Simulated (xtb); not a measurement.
C$_{3}$H$_{9}$O$_{3}$Si (SMILES CO[Si](OC)OC), doublet, geometry from GFN2-xTB; GFN2-xTB run with xtb 6.7.1.

xtb was given this input:
```
$ xtb mol.xyz --gfn 2 --uhf 1 --json

# file mol.xyz
16

C     -0.61419389     2.55237364    -0.42117585
O      0.25351206     1.49658395    -0.13705825
Si    -0.10894891     0.02403272     0.46512422
O      1.17911084    -0.94347744     0.20582713
C      2.52319027    -0.68652856     0.48106533
O     -1.35347556    -0.57056539    -0.40666434
C     -1.81236174    -1.88716143    -0.47244164
H     -1.50555726     2.19693896    -0.94016559
H     -0.91647038     3.05469906     0.50130953
H     -0.07779036     3.25864674    -1.05640477
H      2.71858347    -0.79040362     1.55144500
H      3.11807544    -1.41917408    -0.06611692
H      2.80129183     0.32013494     0.16562766
H     -2.38274280    -2.13621602     0.42606736
H     -2.46231582    -1.96696522    -1.34494223
H     -0.98077586    -2.58654973    -0.57008247
```

What the program printed (banner, timings and long lists left out):

```
   ID    Z sym.   atoms
    1    6 C      1, 5, 7
    2    8 O      2, 4, 6
    3   14 Si     3
    4    1 H      8-16

           -------------------------------------------------
          |                Calculation Setup                |
           -------------------------------------------------

           -------------------------------------------------
          |                 G F N 2 - x T B                 |
           -------------------------------------------------

          ...................................................
          :                      SETUP                      :
          :.................................................:
          :  # basis functions                  43          :
          :  # atomic orbitals                  42          :
          :  # shells                           24          :
          :  # electrons                        43          :
          :  max. iterations                   250          :
          :  Hamiltonian                  GFN2-xTB          :
          :  restarted?                      false          :
          :  GBSA solvation                  false          :
          :  PC potential                    false          :
          :  electronic temp.          300.0000000     K    :
          :  accuracy                    1.0000000          :
          :  -> integral cutoff          0.2500000E+02      :
          :  -> integral neglect         0.1000000E-07      :
          :  -> SCF convergence          0.1000000E-05 Eh   :
          :  -> wf. convergence          0.1000000E-03 e    :
          :  Broyden damping             0.4000000          :
          :  net charge                          0          :
          :  unpaired electrons                  1          :
          ...................................................

 iter      E             dE          RMSdq      gap      omega  full diag
   1    -25.1583963 -0.251584E+02  0.729E+00    4.55       0.0  T
   2    -25.1999887 -0.415924E-01  0.440E+00    4.63       1.0  T
   3    -25.2008585 -0.869800E-03  0.942E-01    4.79       1.0  T
   4    -25.2023427 -0.148427E-02  0.432E-01    4.82       1.0  T
   5    -25.2028660 -0.523276E-03  0.179E-01    4.83       1.0  T
   6    -25.2029585 -0.925129E-04  0.563E-02    4.83       1.0  T
   7    -25.2029657 -0.714644E-05  0.216E-02    4.84       1.2  T
   8    -25.2029712 -0.549618E-05  0.618E-03    4.84       4.0  T
   9    -25.2029716 -0.404178E-06  0.772E-04    4.84      32.4  T
  10    -25.2029716  0.687792E-08  0.820E-04    4.84      30.5  T

   *** convergence criteria satisfied after 10 iterations ***

         :::::::::::::::::::::::::::::::::::::::::::::::::::::
         ::                     SUMMARY                     ::
         :::::::::::::::::::::::::::::::::::::::::::::::::::::
         :: total energy             -24.990116527003 Eh    ::
         :: gradient norm              0.000035489792 Eh/a0 ::
         :: HOMO-LUMO gap              4.835359321647 eV    ::
         ::.................................................::
         :: SCC energy               -25.202940128339 Eh    ::
         :: -> isotropic ES            0.067020862406 Eh    ::
         :: -> anisotropic ES         -0.004433584864 Eh    ::
         :: -> anisotropic XC         -0.000017631132 Eh    ::
         :: -> dispersion             -0.009654554246 Eh    ::
         :: repulsion energy           0.212823601336 Eh    ::
         :: add. restraining           0.000000000000 Eh    ::
         :: total charge               0.000000000000 e     ::
         :::::::::::::::::::::::::::::::::::::::::::::::::::::

           -------------------------------------------------
          |                Property Printout                |
           -------------------------------------------------

    * Orbital Energies and Occupations

         #    Occupation            Energy/Eh            Energy/eV
[...]
        31                          0.1495004               4.0681
        32                          0.1891720               5.1476
        33                          0.1891720               5.1476
       ...                                ...                  ...
        42                          0.8147257              22.1698
      -------------------------------------------------------------
                  HL-Gap            0.1776962 Eh            4.8354 eV
             Fermi-level           -0.2765399 Eh           -7.5250 eV

     #   Z          covCN         q      C6AA      α(0)
     1   6 C        3.682     0.040    20.110     6.422
     2   8 O        1.621    -0.351    19.939     6.027
     3  14 Si       2.483     0.547   173.643    28.845
     4   8 O        1.621    -0.351    19.939     6.027
     5   6 C        3.682     0.040    20.110     6.422
     6   8 O        1.621    -0.351    19.939     6.027
     7   6 C        3.682     0.040    20.110     6.422
     8   1 H        0.924     0.040     2.446     2.446
     9   1 H        0.924     0.036     2.498     2.472
    10   1 H        0.924     0.052     2.290     2.366
    11   1 H        0.924     0.036     2.498     2.472
    12   1 H        0.924     0.052     2.290     2.366
    13   1 H        0.924     0.040     2.446     2.446
    14   1 H        0.924     0.036     2.498     2.472
    15   1 H        0.924     0.052     2.290     2.366
    16   1 H        0.924     0.040     2.446     2.446

 Mol. C6AA /au·bohr⁶  :       2829.795027
 Mol. C8AA /au·bohr⁸  :      82467.254567
 Mol. α(0) /au        :         88.042390

Wiberg/Mayer (AO) data.
largest (>0.10) Wiberg bond orders for each atom

 ---------------------------------------------------------------------------
     #   Z sym  total        # sym  WBO       # sym  WBO       # sym  WBO
 ---------------------------------------------------------------------------
     1   6 C    3.946 --     2 O    0.998     8 H    0.987     9 H    0.982
                            10 H    0.978
     2   8 O    2.267 --     3 Si   1.139     1 C    0.998
     3  14 Si   3.452 --     6 O    1.139     4 O    1.139     2 O    1.139
     4   8 O    2.267 --     3 Si   1.139     5 C    0.998
     5   6 C    3.946 --     4 O    0.998    13 H    0.987    11 H    0.982
                            12 H    0.978
     6   8 O    2.267 --     3 Si   1.139     7 C    0.998
     7   6 C    3.946 --     6 O    0.998    16 H    0.987    14 H    0.982
                            15 H    0.978
     8   1 H    0.998 --     1 C    0.987
     9   1 H    0.999 --     1 C    0.982
    10   1 H    0.997 --     1 C    0.978
    11   1 H    0.999 --     5 C    0.982
    12   1 H    0.997 --     5 C    0.978
    13   1 H    0.998 --     5 C    0.987
    14   1 H    0.999 --     7 C    0.982
    15   1 H    0.997 --     7 C    0.978
    16   1 H    0.998 --     7 C    0.987
 ---------------------------------------------------------------------------

Topologies differ in total number of bonds
Writing topology from bond orders to xtbtopo.mol

molecular dipole:
                 x           y           z       tot (Debye)
 q only:       -0.116       0.026       0.497
   full:       -0.018       0.004       0.075       0.197
molecular quadrupole (traceless):
                xx          xy          yy          xz          yz          zz
 q only:        1.112       0.045       1.307       0.875      -0.193      -2.419
  q+dip:        0.481       0.020       0.565       0.378      -0.083      -1.045
   full:        1.739       0.071       2.044       1.368      -0.302      -3.783

           -------------------------------------------------
          | TOTAL ENERGY              -24.990116527003 Eh   |
          | GRADIENT NORM               0.000035489792 Eh/α |
          | HOMO-LUMO GAP               4.835359321647 eV   |
           -------------------------------------------------

normal termination of xtb
```
